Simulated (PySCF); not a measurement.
Level of theory: PySCF with CAM-B3LYP-D3(BJ)/def2-TZVP. Isolated molecules, 0 K electronic values unless said otherwise. Delta-SCF ions had no search for a lower state. 

Reference species (SMILES): `BC` (neutral, multiplicity 1).

```
Item                                       Value
--------------------------------------  --------
dipole moment                             0.67 D
vertical ionisation energy (Delta-SCF)  11.87 eV
```

Changed species: `CB(C)C` (3 of 3 H replaced by CH3; the reference has 1 of 3 H replaced by CH3).

### Question
What does the change do to the dipole moment and vertical ionisation energy (Delta-SCF)?

### Answer
the dipole moment drops by 0.61 D, to 0.06 D; the vertical ionisation energy (Delta-SCF) falls by 1.05 eV, to 10.82 eV.
